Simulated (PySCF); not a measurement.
Geometry:
```
atom   x (Å)   y (Å)   z (Å)
 Al1   1.361  -0.308   0.202
  F2   2.514   0.035  -0.937
  F3   1.864  -1.030   1.606
  O4   0.180   1.065   0.481
 Al5  -1.338   0.291  -0.197
  F6  -2.461  -0.078   0.965
  F7  -1.877   1.020  -1.583
  O8  -0.150  -1.071  -0.501
  H9   0.321   1.945   0.838
 H10  -0.289  -1.946  -0.870
```

Geometry: PBE0-D3(BJ)/def2-SVP; GIAO absolute shieldings from PySCF 2.14, gas phase, non-relativistic, averaged over equivalent atoms.

At PBE0/pcSseg-1 (pcSseg-2 on Al) (198 basis functions, 32 s wall time on 1 thread of an Arm Neoverse V1, shared host):
```tsv
atoms	σ (ppm)
Al1/Al5	514.7
F2/F3/F6/F7	374.5
O4/O8	308.9
H9/H10	28.79
```

**Question.** Estimate the result of repeating the calculation with PBE/pcSseg-1 (pcSseg-2 on Al).

**Answer.** 
```
      atoms  σ at PBE/pcSseg-1 (pcSseg-2 on Al)  change
    Al1/Al5                               499.4   -15.3
F2/F3/F6/F7                               362.0   -12.5
      O4/O8                               303.7    -5.2
     H9/H10                               29.08   +0.29
```

The largest change is at Al1/Al5 (aluminium bonded to 2 F, 2 O). Cost: 198 basis functions, 29 s wall time on 1 thread of an Arm Neoverse V1, shared host.
